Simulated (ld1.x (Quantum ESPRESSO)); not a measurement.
## Configuration tests for Ca (Z = 20) (PAW)

- Element: calcium (Ca)
- Generator: ld1.x (Quantum ESPRESSO) 7.5
- Type: PAW
- Functional: LDA (PZ)
- Relativity: fully relativistic
- Frozen core: [Ne]
- Valence charge: 10
- Reference configuration: 3s2 3p6 3d0 4s1.75 4p0.25
- Partial waves: 3s (bound): rcut 1.32, rcutus 1.66 bohr; 4s (bound): rcut 1.32, rcutus 1.66 bohr; 3p (bound): rcut 1.62, rcutus 1.96 bohr; 4p (bound): rcut 1.62, rcutus 1.96 bohr; 3d (bound, empty): rcut 1.28, rcutus 1.62 bohr; 3d channel at 3.25 Ry: rcut 1.28, rcutus 1.62 bohr
- Local potential: all-electron potential smoothed inside 1.62 bohr (lloc = -1)
- Core correction: Bessel-smoothed model core, default radius (core density twice the valence density)
- Augmentation charge: BESSEL, radius 0.98 bohr

Open shells are filled in proportion to 2j + 1 (rel_dist='average').

Energies are relative to the spin-unpolarised reference configuration 3s2 3p6 3d0 4s1.75 4p0.25; without spin polarisation the order of configurations can differ from experiment.

Problem. Give the all-electron excitation energy and the error of the potential for: 3s2 3p6 3d0 4s2 4p0; 3s2 3p6 3d0 4s1 4p0; 3s2 3p6 3d0 4s0 4p0; 3s2 3p6 3d0 4s0 4p2; 3s2 3p6 3d0 4s1.5 4p0; 3s2 3p6 3d0 4s1 4p1; 3s2 3p6 3d0.5 4s1.5 4p0.

Solution.

| valence configuration | charge | ΔE all-electron (eV) | error AE − PS (meV) |
| --- | --- | --- | --- |
| 3s2 3p6 3d0 4s2 4p0 | 0 | -0.610 | -0.2 |
| 3s2 3p6 3d0 4s1 4p0 | +1 | 5.852 | -3.4 |
| 3s2 3p6 3d0 4s0 4p0 | +2 | 17.803 | -19 |
| 3s2 3p6 3d0 4s0 4p2 | 0 | 4.506 | +43 |
| 3s2 3p6 3d0 4s1.5 4p0 | +0.5 | 1.956 | -1.1 |
| 3s2 3p6 3d0 4s1 4p1 | 0 | 1.881 | +5.9 |
| 3s2 3p6 3d0.5 4s1.5 4p0 | 0 | 0.412 | -1.8 |

Levels in the configuration 3s2 3p6 3d0 4s1 4p1:

```json
{"level": "3s j=1/2", "all-electron (eV)": "-48.182", "pseudo (eV)": "-48.051"}
{"level": "3p j=1/2", "all-electron (eV)": "-29.579", "pseudo (eV)": "-29.407"}
{"level": "3p j=3/2", "all-electron (eV)": "-29.188", "pseudo (eV)": "-29.019"}
{"level": "4s j=1/2", "all-electron (eV)": "-4.548", "pseudo (eV)": "-4.521"}
{"level": "4p j=1/2", "all-electron (eV)": "-2.003", "pseudo (eV)": "-1.996"}
{"level": "4p j=3/2", "all-electron (eV)": "-1.982", "pseudo (eV)": "-1.972"}
```

The ghost test of this file was not conclusive.
